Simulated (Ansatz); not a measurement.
Reactions of C2H4BrGaO (`[GaH2][O]C=CBr`).

Program: Ansatz. Geometries: PBE0-D4/def2-TZVP. ΔE: electronic, gas phase. CBS: MP2 limit from def2 TZ/QZ plus the TZ coupled-cluster correction, frozen cores. This one scheme is used for every species, atoms too. For atomizations the MP2-based limit and the directly extrapolated one differ by several kJ/mol either way, and by 10 to 25 for some Ge, Se and Sn compounds, so smaller differences from it don't rank the levels. Double bonds are as drawn, so ΔE can hold a change between cis and trans. DFT in def2-TZVPP. Open shells (•) are unrestricted, without spin–orbit coupling. Spin–orbit coupling would lower the free atoms: a little for C, O; clearly for Br, Ga. Elements past krypton have def2 core potentials. For Br, Ga, I outer-core shells are correlated without core-valence functions, so the limit isn't a true one: a few kJ/mol of doubt a bond, and 10 to 20 or more in all where bonds break to atoms. Scalar relativity is left out up to krypton. One conformer a species, not always the lowest.

| reaction | ωB97M-V (kcal/mol) | MP2/CBS(def2) (kcal/mol) |
| --- | --- | --- |
| `[GaH2][O]/C=C/Br` + HI → `Br/C=C/I` + `[OH][GaH2]` | -2.8 | -8.6 |
| `[GaH2][O]/C=C/Br` + HBr → `Br/C=C\Br` + `[OH][GaH2]` | -1.0 | -5.1 |
| `[GaH2][O]/C=C/Br` + H₂ → `C=C[O][GaH2]` + HBr | -19.0 | -17.0 |
| `[GaH2][O]/C=C/Br` → Br• + 2 C• + Ga• + 4 H• + O• | 734.2 | 756.5 |

(1) Give the CCSD(T)/CBS values in the same order. (Best estimate.)

Largest T1 diagnostic: 0.015, for `C=C[O][GaH2]`.

Results:

(1) Ansatz gave: -5.7, -2.6, -18.6, 737.5 kcal/mol.
